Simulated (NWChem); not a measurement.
System: GeH2O, singlet; SMILES [OH][GeH]

The following NWChem deck was run.

```
start job
memory heap 200 mb stack 900 mb global 1100 mb
geometry units angstroms noautoz
  Ge     0.039033    -0.402786     0.000000
  H     -1.599268    -0.481565     0.000000
  O      0.134194     1.407569     0.000000
  H     -0.745841     1.830270     0.000000
end
basis spherical
  * library def2-svp
end
dft
  xc xwpbe 1.00 cpbe96 1.0 hfexch 1.00
  cam 0.35 cam_alpha 0.0 cam_beta 1.0
  iterations 150
  vectors input atomic output neutral.movecs
end
task dft energy
charge 1
dft
  odft
  mult 2
  vectors input atomic output cation.movecs
end
task dft energy
```

Output (shortened):

```
             Northwest Computational Chemistry Package (NWChem) 7.3.0
             --------------------------------------------------------

 CS  symmetry detected

                             Geometry "geometry" -> ""
                             -------------------------

 Output coordinates in angstroms (scale by  1.889725989 to convert to a.u.)

  No.       Tag          Charge          X              Y              Z
 ---- ---------------- ---------- -------------- -------------- --------------
    1 Ge                  32.0000     0.05256918    -0.39460699     0.00000000
    2 H                    1.0000    -1.58225664    -0.52719974     0.00000000
    3 O                    8.0000     0.08816643     1.41789782     0.00000000
    4 H                    1.0000    -0.80528850     1.81144072     0.00000000

 Effective nuclear repulsion energy (a.u.)      98.4075691357

      Symmetry information
      --------------------

 Group name             Cs
 Group number              2
 Group order               2
 No. of unique centers     4

  pbe96 is a nonlocal functional; adding pw91lda local functional.

                                 NWChem DFT Module
                                 -----------------

 Summary of "ao basis" -> "ao basis" (spherical)
 ------------------------------------------------------------------------------
       Tag                 Description            Shells   Functions and Types
 ---------------- ------------------------------  ------  ---------------------
 Ge                         def2-svp                12       32   5s4p3d
 H                          def2-svp                 3        5   2s1p
 O                          def2-svp                 6       14   3s2p1d

      Symmetry analysis of basis
      --------------------------

        a'         40
        a"         16

            General Information
            -------------------
          SCF calculation type: DFT
          Wavefunction type:  closed shell.
          No. of atoms     :     4
          No. of electrons :    42
           Alpha electrons :    21
            Beta electrons :    21
          Charge           :     0
          Spin multiplicity:     1
          Use of symmetry is: on ; symmetry adaption is: on
          Maximum number of iterations: 150
          AO basis - number of functions:    56
                     number of shells:    24
          Convergence on energy requested:  1.00D-06
          Convergence on density requested:  1.00D-05
          Convergence on gradient requested:  5.00D-04

              XC Information
              --------------
                     Hartree-Fock (Exact) Exchange  1.000
                     LC-wPBE(h)Exchange Functional  1.000
            Perdew 1991 LDA Correlation Functional  1.000 local
           PerdewBurkeErnz. Correlation Functional  1.000 non-local

           Range-Separation Parameters
           ---------------------------
           Alpha           :  0.00
           Beta            :  1.00
           Gamma           :  0.35
           Short-Range HF  :     F

             Grid Information
             ----------------
          Grid used for XC integration:  medium
          Radial quadrature: Mura-Knowles
          Angular quadrature: Lebedev.
          Tag              B.-S. Rad. Rad. Pts. Rad. Cut. Ang. Pts.
          ---              ---------- --------- --------- ---------
          Ge                  1.25      112           8.0       590
          H                   0.35       45           9.0       434
          O                   0.60       49           8.0       434
          Grid pruning is: on
          Number of quadrature shells:   251
          Spatial weights used:  Erf1

      Superposition of Atomic Density Guess
      -------------------------------------

 Sum of atomic energies:       -2150.73320225

      Non-variational initial energy
      ------------------------------

 Total energy =   -2150.880681
 1-e energy   =   -3194.720582
 2-e energy   =     945.432332
 HOMO         =      -0.239668
 LUMO         =      -0.053063

      Symmetry analysis of molecular orbitals - initial
      -------------------------------------------------

  Numbering of irreducible representations:

     1 a'          2 a"

  Orbital symmetries:

     1 a'          2 a'          3 a'          4 a'          5 a"
     6 a'          7 a'          8 a'          9 a'         10 a"
    11 a'         12 a'         13 a'         14 a"         15 a"
    16 a'         17 a'         18 a'         19 a"         20 a'
    21 a'         22 a"         23 a'         24 a'         25 a'
    26 a'         27 a'         28 a"         29 a'         30 a"
    31 a'

   convergence    iter        energy       DeltaE   RMS-Dens  Diis-err
 ---------------- ----- ----------------- --------- --------- ---------
 d= 0,ls=0.0,diis     1  -2152.6903787951 -2.25D+03  1.63D-02  6.08D-01
 d= 0,ls=0.0,diis     2  -2152.6811990582  9.18D-03  7.52D-03  8.64D-01
 d= 0,ls=0.0,diis     3  -2152.7610867564 -7.99D-02  1.20D-03  1.25D-02
 d= 0,ls=0.0,diis     4  -2152.7621129475 -1.03D-03  3.34D-04  1.80D-03
 d= 0,ls=0.0,diis     5  -2152.7622133507 -1.00D-04  1.34D-04  1.10D-04
  Resetting Diis
 d= 0,ls=0.0,diis     6  -2152.7622219567 -8.61D-06  5.33D-05  1.98D-06
 d= 0,ls=0.0,diis     7  -2152.7622227105 -7.54D-07  1.16D-05  1.16D-07
 d= 0,ls=0.0,diis     8  -2152.7622227634 -5.29D-08  3.88D-06  3.98D-08

         Total DFT energy =    -2152.762222763436
      One electron energy =    -3194.905337599833
           Coulomb energy =     1031.726884476440
    Exchange-Corr. energy =      -87.991338775778
 Nuclear repulsion energy =       98.407569135734

 Numeric. integr. density =       42.000010948419

                  Occupations of the irreducible representations
                  ----------------------------------------------

                     irrep           alpha         beta
                     --------     --------     --------
                     a'               16.0         16.0
                     a"                5.0          5.0

                       DFT Final Molecular Orbital Analysis
                       ------------------------------------

 Vector   19  Occ=2.000000D+00  E=-4.361145D-01  Symmetry=a"
              MO Center=  6.6D-02,  1.3D+00, -2.9D-15, r^2= 9.4D-01
   Bfn.  Coefficient  Atom+Function         Bfn.  Coefficient  Atom+Function
  ----- ------------  ---------------      ----- ------------  ---------------
    43      0.593269  3 O  pz                46      0.441813  3 O  pz
    17      0.143282  1 Ge pz                14      0.139904  1 Ge pz
    11     -0.083396  1 Ge pz                29      0.062321  1 Ge d -1
    19     -0.051777  1 Ge d -1              56      0.027487  4 H  pz
     8      0.027244  1 Ge pz

 Vector   20  Occ=2.000000D+00  E=-4.299830D-01  Symmetry=a'
              MO Center= -7.2D-02,  8.4D-01,  1.7D-15, r^2= 2.1D+00
   Bfn.  Coefficient  Atom+Function         Bfn.  Coefficient  Atom+Function
  ----- ------------  ---------------      ----- ------------  ---------------
    42      0.443699  3 O  py                45      0.323173  3 O  py
    41      0.310271  3 O  px                44      0.227248  3 O  px
    13     -0.220498  1 Ge py                 4      0.171400  1 Ge s
    33      0.167214  2 H  s                 10      0.132395  1 Ge py
     5      0.124793  1 Ge s                 34      0.115454  2 H  s

 Vector   21  Occ=2.000000D+00  E=-3.423246D-01  Symmetry=a'
              MO Center= -1.0D-01, -5.3D-01, -1.3D-15, r^2= 2.6D+00
   Bfn.  Coefficient  Atom+Function         Bfn.  Coefficient  Atom+Function
  ----- ------------  ---------------      ----- ------------  ---------------
     4      0.463343  1 Ge s                 12      0.325053  1 Ge px
    33     -0.305049  2 H  s                 34     -0.272738  2 H  s
     3     -0.258019  1 Ge s                 15      0.253836  1 Ge px
     5      0.247233  1 Ge s                  9     -0.182809  1 Ge px
    16     -0.150727  1 Ge py                13     -0.132608  1 Ge py

 Vector   22  Occ=0.000000D+00  E=-1.994185D-03  Symmetry=a"
              MO Center=  2.5D-02, -3.3D-01, -3.4D-13, r^2= 2.9D+00
   Bfn.  Coefficient  Atom+Function         Bfn.  Coefficient  Atom+Function
  ----- ------------  ---------------      ----- ------------  ---------------
    17      0.691412  1 Ge pz                14      0.422097  1 Ge pz
    11     -0.243240  1 Ge pz                46     -0.235730  3 O  pz
    43     -0.233782  3 O  pz                 8      0.078903  1 Ge pz
    29     -0.033075  1 Ge d -1

 Vector   23  Occ=0.000000D+00  E= 9.264994D-02  Symmetry=a'
              MO Center= -1.1D-01,  5.4D-02,  2.9D-15, r^2= 4.3D+00
   Bfn.  Coefficient  Atom+Function         Bfn.  Coefficient  Atom+Function
  ----- ------------  ---------------      ----- ------------  ---------------
    16      0.731417  1 Ge py                40     -0.705438  3 O  s
    15      0.567663  1 Ge px                34      0.552145  2 H  s
    53      0.489963  4 H  s                 13      0.234993  1 Ge py
    12      0.161118  1 Ge px                39     -0.151782  3 O  s
    10     -0.142199  1 Ge py                52      0.119348  4 H  s

 Vector   24  Occ=0.000000D+00  E= 1.575798D-01  Symmetry=a'
              MO Center= -4.3D-01, -4.3D-01,  1.4D-14, r^2= 3.9D+00
   Bfn.  Coefficient  Atom+Function         Bfn.  Coefficient  Atom+Function
  ----- ------------  ---------------      ----- ------------  ---------------
    34      1.389314  2 H  s                 15      1.103275  1 Ge px
     5     -0.650284  1 Ge s                  4     -0.601714  1 Ge s
    16     -0.497808  1 Ge py                40      0.302485  3 O  s
    12      0.265925  1 Ge px                 3      0.263259  1 Ge s
    45     -0.213291  3 O  py                33      0.179560  2 H  s

     Multipole analysis of the density
     ---------------------------------

     L   x y z        total         alpha         beta         nuclear
     -   - - -        -----         -----         ----         -------
     0   0 0 0     -0.000000    -21.000000    -21.000000     42.000000

     1   1 0 0     -0.515250     -0.257625     -0.257625      0.000000
     1   0 1 0     -0.064550     -0.032275     -0.032275     -0.000000
     1   0 0 1     -0.000000     -0.000000     -0.000000      0.000000

     2   2 0 0    -18.756076    -15.275016    -15.275016     11.793957
     2   1 1 0     -1.914991     -0.442740     -0.442740     -1.029511
     2   1 0 1     -0.000000     -0.000000     -0.000000      0.000000
     2   0 2 0    -17.956701    -52.948152    -52.948152     87.939603
     2   0 1 1     -0.000000     -0.000000     -0.000000      0.000000
     2   0 0 2    -16.066331     -8.033166     -8.033166      0.000000

                                 NWChem DFT Module
                                 -----------------

      Symmetry analysis of basis
      --------------------------

        a'         40
        a"         16

            General Information
            -------------------
          SCF calculation type: DFT
          Wavefunction type:  spin polarized.
          No. of atoms     :     4
          No. of electrons :    41
           Alpha electrons :    21
            Beta electrons :    20
          Charge           :     1
          Spin multiplicity:     2
          Use of symmetry is: on ; symmetry adaption is: on
          Maximum number of iterations: 150
          This is a Direct SCF calculation.
          AO basis - number of functions:    56
                     number of shells:    24
          Convergence on energy requested:  1.00D-06
          Convergence on density requested:  1.00D-05
          Convergence on gradient requested:  5.00D-04

              XC Information
              --------------
                     Hartree-Fock (Exact) Exchange  1.000
                     LC-wPBE(h)Exchange Functional  1.000
            Perdew 1991 LDA Correlation Functional  1.000 local
           PerdewBurkeErnz. Correlation Functional  1.000 non-local

           Range-Separation Parameters
           ---------------------------
           Alpha           :  0.00
           Beta            :  1.00
           Gamma           :  0.35
           Short-Range HF  :     F

             Grid Information
             ----------------
          Grid used for XC integration:  medium
          Radial quadrature: Mura-Knowles
          Angular quadrature: Lebedev.
          Tag              B.-S. Rad. Rad. Pts. Rad. Cut. Ang. Pts.
          ---              ---------- --------- --------- ---------
          Ge                  1.25      112           8.0       590
          H                   0.35       45           9.0       434
          O                   0.60       49           8.0       434
          Grid pruning is: on
          Number of quadrature shells:   251
          Spatial weights used:  Erf1

      Superposition of Atomic Density Guess
      -------------------------------------

 Sum of atomic energies:       -2150.73320225

 Renormalizing density from      42.00 to     41

      Non-variational initial energy
      ------------------------------

 Total energy =   -2119.300533
 1-e energy   =   -3118.655806
 2-e energy   =     900.947704
 HOMO         =      -0.610834
 LUMO         =      -0.430620

   Symmetry analysis of molecular orbitals - initial alpha
   -------------------------------------------------------

  Numbering of irreducible representations:

     1 a'          2 a"

  Orbital symmetries:

     1 a'          2 a'          3 a'          4 a'          5 a"
     6 a'          7 a'          8 a'          9 a'         10 a"
    11 a'         12 a'         13 a"         14 a'         15 a"
    16 a'         17 a'         18 a'         19 a"         20 a'
    21 a'         22 a"         23 a'         24 a'         25 a'
    26 a'         27 a'         28 a"         29 a"         30 a'
    31 a'

   Symmetry analysis of molecular orbitals - initial beta
   ------------------------------------------------------

  Numbering of irreducible representations:

     1 a'          2 a"

  Orbital symmetries:

     1 a'          2 a'          3 a'          4 a'          5 a"
     6 a'          7 a'          8 a'          9 a'         10 a"
    11 a'         12 a'         13 a"         14 a'         15 a"
    16 a'         17 a'         18 a'         19 a"         20 a'
    21 a'         22 a"         23 a'         24 a'         25 a'
    26 a'         27 a'         28 a"         29 a"         30 a'
    31 a'

[...]
```

Level: LC-wPBE (HJS exchange hole, range parameter 0.35 per bohr)/def2-SVP, vertical spin-unrestricted ions. Low-valent species are run as closed-shell singlets; no triplet was tried in these runs. The geometry was optimised at PBE-D3(BJ)/def2-SVP.
